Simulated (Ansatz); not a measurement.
## A geometry optimisation of CH2CuTe with PBE0-D3(BJ)/def2-SVP

The starting geometry of this gas-phase doublet was optimised with GFN2-xTB.

```xyz
5

C    -0.9727   -1.5454    0.3428
Cu    0.2998    1.4355   -0.9590
Te    0.8718   -1.0625   -0.0933
H    -1.1974   -2.5303    0.7444
H    -0.0393    2.8535   -1.4484
```

Where would you expect an optimisation with PBE0-D3(BJ)/def2-SVP to take it?

It keeps its bonds.

The energy falls by 0.17 eV over 19 steps:

| step | E − E(last) (eV) |
| --- | --- |
| 1 | 0.173 |
| 3 | 0.003 |
| 5 | 0.001 |
| 7 | 0.001 |
| 9 | 0.001 |
| 11 | 0.001 |
| 13 | 0.001 |
| 15 | 0.000 |
| 17 | 0.000 |
| 19 | 0.000 |

Final geometry (Å):

```xyz
5

C    -0.8520   -1.5436    0.4127
Cu    0.2887    1.4153   -0.8066
Te    0.8769   -0.9466   -0.1971
H    -1.3101   -2.5040    0.6812
H    -0.0412    2.7296   -1.5036
```

Frequencies at the end are all real (lowest 69 cm⁻¹). Open shells are spin-unrestricted. Atoms past krypton carry core potentials, without spin–orbit terms. Run with Ansatz 0.2.0, 3.7 min on 1 thread of Intel(R) Xeon(R) 6975P-C (Granite Rapids), on a shared host.
